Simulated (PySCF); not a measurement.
# Reading the logs of faulty runs: BH6OSi2 cation

All numbers below are calculated, not measured. The program is PySCF 2.14.0, an open-source quantum chemistry code, run on an isolated molecule that a program drew, which may never have been made. The molecule is BH6OSi2 cation (charge +1, singlet), drawn as the SMILES string `OB[SiH2][SiH2+]`.

Each row is a Hartree-Fock (HF) and frozen-core CCSD(T) single point in the cc-pV(D+d)Z basis, meant for a local HF minimum. Run 1 is clean. Each other run has one planted mistake out of seven kinds, and not every kind appears here: one electron removed, one electron added, multiplicity raised by two, geometry at a saddle point, minimal basis STO-3G, one bond length entered in bohr, all coordinates scaled. The reference is restricted for singlets and unrestricted otherwise, and also for a bond in bohr. Adding or removing an electron swaps singlet and doublet. Electrons count all cores. HOMO and LUMO are orbital energies over both spins, the gradient is its largest component, and the lowest frequency (negative if imaginary) is given only where the gradient is small. Bond lengths are over the 9 bonds as drawn. T1 is the CCSD diagnostic: over 0.02 (restricted) or 0.045 (unrestricted) a single reference is doubtful.

Geometry of the clean run:
```xyz
10
BH6OSi2 cation, angstrom
O     2.0593   -2.2426   -0.1639
B     1.7187   -0.9667   -0.0573
Si   -0.0087   -0.3026    0.9001
Si   -1.1237    1.1666   -0.6318
H     1.5054   -2.9086    0.2174
H     2.4334   -0.1360   -0.5352
H     0.2496    0.6610    1.9919
H    -1.0658   -1.2698    1.2552
H    -2.3924    0.8767   -1.3159
H    -0.5968    2.4882   -1.0017
```

| run | electrons | basis functions | <S^2> | HOMO (eV) | LUMO (eV) | gradient (hartree/bohr) | lowest frequency (cm^-1) | mean bond (Å) | longest bond (Å) | T1 | HF (hartree) | CCSD(T) (hartree) | mistake |
|---|---|---|---|---|---|---|---|---|---|---|---|---|---|
| 1 | 46 | 104 | 0.000 | -15.37 | -5.73 | 1.9e-05 | 47 | 1.5382 | 2.398 | 0.0194 | -680.65822 | -681.17570 | no fault |
| 2 | 46 | 104 | 0.000 | -15.12 | -5.65 | 5.3e-02 | - | 1.6489 | 2.570 | 0.0204 | -680.61964 | -681.14677 | all coordinates scaled |
| 3 | 45 | 104 | 0.769 | -22.23 | -13.03 | 8.9e-02 | - | 1.5382 | 2.398 | 0.0238 | -680.13790 | -680.63905 | one electron removed |
| 4 | 47 | 104 | 0.771 | -7.44 | 1.62 | 2.1e-02 | - | 1.5382 | 2.398 | 0.0160 | -680.89959 | -681.42963 | one electron added |
| 5 | 46 | 104 | 0.885 | -12.27 | -5.80 | 1.1e-02 | - | 1.7441 | 3.937 | 0.0727 | -680.56295 | -681.07075 | ? |
| 6 | 46 | 34 | 0.000 | -13.48 | -2.05 | 4.8e-02 | - | 1.5382 | 2.398 | 0.0196 | -672.75459 | -672.96673 | ? |

**Which mistake was planted in run 5, and what did it cost?**

The mean bond changes by a factor of 1.134 and the longest by 1.642, so the molecule wasn't scaled as a whole. A length L in bohr read as angstrom grows by (1/0.5292 - 1) L = 0.890 L. The 9 bonds together grew by 9 x 0.2059 = 1.853 Å, which gives L = 2.083 Å. That is bond B2-Si3, 2.084 Å in the clean geometry. So the mistake is: one bond length entered in bohr. Subtracting run 1 and multiplying by 627.51 kcal/mol a hartree, the energy moved by 59.8 kcal/mol in HF and 65.9 kcal/mol in CCSD(T).

**Which mistake was planted in run 6, and what did it cost?**

It has 34 basis functions where the clean run has 104, with the same electrons and geometry. So the mistake is: minimal basis STO-3G. Subtracting run 1 and multiplying by 627.51 kcal/mol a hartree, the energy moved by 4959.6 kcal/mol in HF and 5151.2 kcal/mol in CCSD(T).

Cautions from the logs. Run 2: T1 is over the limit, so its CCSD(T) energy is less reliable; run 5: T1 is over the limit, so its CCSD(T) energy is less reliable.
